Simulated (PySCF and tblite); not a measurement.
Values are calculated unless marked as measured or tabulated.
5 constitutional isomers of C₄H₇BrN₂Si:

```tsv
isomer	SMILES
A	[CH3:1][SiH2:2][n:3]1[cH:4][n:5][cH:6][c:7]1[Br:8]
B	[NH2:1][SiH2:2][n:3]1[cH:4][cH:5][cH:6][c:7]1[Br:8]
C	[CH3:1][c:2]1[cH:3][n:4][c:5]([Br:6])[n:7]1[SiH3:8]
D	[CH3:1][c:2]1[cH:3][n:4][cH:5][n:6]1[SiH2:7][Br:8]
E	[CH3:1][c:2]1[cH:3][n:4]([SiH3:5])[c:6]([Br:7])[n:8]1
```

Each isomer is a Boltzmann average at 298.15 K over at most 4 conformers: GFN2-xTB geometries, energies PBE0/def2-SVP (IEF-PCM, water) (D3(BJ) added where defined), GFN2-xTB thermal terms. Programs: PySCF with density fitting and tblite.

(1) Rank the isomers by free energy at 298.15 K.

The search found a single conformer for at least one isomer; other rotamers may be missing.

## Answers

(1) 
| isomer | ΔG (kcal/mol) | ΔE, lowest conformer | conformers | largest weight % | rms dipole (D) |
| --- | --- | --- | --- | --- | --- |
| D | 0.0 | 0.0 | 1 | 100 | 3.76 |
| B | 18.7 | 20.4 | 4 | 98 | 2.20 |
| A | 28.4 | 30.0 | 1 | 100 | 4.53 |
| E | 33.9 | 36.4 | 1 | 100 | 4.50 |
| C | 34.7 | 36.6 | 1 | 100 | 5.28 |
